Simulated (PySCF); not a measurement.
Electronic absorption of C6H10FN

Species: C₆H₁₀FN.
SMILES with atom numbers: `[H]/[N:7]=[C:6]1\[CH2:5][CH2:4][C@:2]([CH3:1])([F:3])[CH2:8]1` (hydrogens: H9, H10, H11 on C1; H12, H13 on C4; H14, H15 on C5; H16 on N7; H17, H18 on C8)

Cartesian coordinates in Å at the PBE0-D3(BJ)/def2-SVP level; atoms count from 1:
```
atom  x, y, z in Å
C1    -2.1530    0.7026    0.0721
C2    -0.7103    0.4371   -0.2790
F3    -0.4226    1.1576   -1.4426
C4    -0.3545   -1.0199   -0.5763
C5     1.1712   -1.0141   -0.5880
C6     1.5455    0.0089    0.4717
N7     2.6519    0.1819    1.0620
C8     0.3205    0.8513    0.7650
H9    -2.3105    1.7776    0.2431
H10   -2.8086    0.3853   -0.7521
H11   -2.4427    0.1573    0.9819
H12   -0.7361   -1.6566    0.2386
H13   -0.8138   -1.3571   -1.5166
H14    1.6388   -1.9932   -0.4077
H15    1.5343   -0.6430   -1.5611
H16    3.3402   -0.5039    0.7338
H17    0.5391    1.9277    0.7227
H18   -0.0381    0.6247    1.7826
```

Computed with TDDFT B3LYP/def2-SVPD, vertical, gas phase, core orbitals frozen in the response (PySCF).

```json
{"state": "S1", "E (eV)": "5.20", "ν̃ (cm⁻¹)": "41950", "f": "0.0023", "main configurations (H = HOMO, L = LUMO)": "H→L (99%)"}
{"state": "S2", "E (eV)": "6.61", "ν̃ (cm⁻¹)": "53330", "f": "0.022", "main configurations (H = HOMO, L = LUMO)": "H→L+1 (92%)"}
{"state": "S3", "E (eV)": "7.09", "ν̃ (cm⁻¹)": "57220", "f": "0.014", "main configurations (H = HOMO, L = LUMO)": "H→L+2 (84%)"}
{"state": "S4", "E (eV)": "7.39", "ν̃ (cm⁻¹)": "59630", "f": "0.091", "main configurations (H = HOMO, L = LUMO)": "H-1→L (56%), H-2→L (32%)"}
{"state": "S5", "E (eV)": "7.60", "ν̃ (cm⁻¹)": "61300", "f": "0.036", "main configurations (H = HOMO, L = LUMO)": "H-2→L (55%), H-1→L+1 (17%), H-1→L (16%)"}
{"state": "S6", "E (eV)": "7.67", "ν̃ (cm⁻¹)": "61830", "f": "0.024", "main configurations (H = HOMO, L = LUMO)": "H-1→L+1 (68%), H→L+3 (13%)"}
{"state": "S7", "E (eV)": "7.75", "ν̃ (cm⁻¹)": "62540", "f": "0.057", "main configurations (H = HOMO, L = LUMO)": "H→L+3 (69%), H-1→L (11%)"}
{"state": "S8", "E (eV)": "7.88", "ν̃ (cm⁻¹)": "63540", "f": "0.028", "main configurations (H = HOMO, L = LUMO)": "H→L+4 (91%)"}
{"state": "S9", "E (eV)": "7.93", "ν̃ (cm⁻¹)": "63950", "f": "0.022", "main configurations (H = HOMO, L = LUMO)": "H-3→L (83%)"}
{"state": "S10", "E (eV)": "8.02", "ν̃ (cm⁻¹)": "64650", "f": "0.0078", "main configurations (H = HOMO, L = LUMO)": "H→L+5 (89%)"}
```

Triplets (Tamm–Dancoff): T1 4.50 eV, H→L (97%); T2 4.98 eV, H-1→L (91%); T3 6.50 eV, H→L+1 (76%), H→L+2 (19%); T4 6.90 eV, H→L+2 (59%), H→L+1 (22%).

The lowest singlet comes at 238 nm (502 kJ/mol) in the ultraviolet; it is very weak; its leading configuration is HOMO→LUMO (99%). The strongest level in the table is S4 at 7.39 eV (168 nm, f = 0.091). Löwdin shares by element: HOMO nitrogen 57%, carbon 22% or more, hydrogen 8% or more; LUMO carbon 48% or more, nitrogen 29% (atoms not listed hold the other 23%). The oscillator strengths of these states sum to 0.304; summed over the whole spectrum of an exact calculation they would give the number of electrons, 62 (Thomas–Reiche–Kuhn). Orbital energies (eV): HOMO-3 -9.43, HOMO-2 -9.03, HOMO-1 -8.28, HOMO -7.18, LUMO -0.50, LUMO+1 0.20, LUMO+2 0.77. Of the 10 states listed, 8 reach f = 0.01 and none stays under 0.0005. The vertical ionisation energy (ΔSCF) is 9.53 eV, 1.51 eV above S10. The window holds the lowest 10 singlets.

One conformer stands for the species.
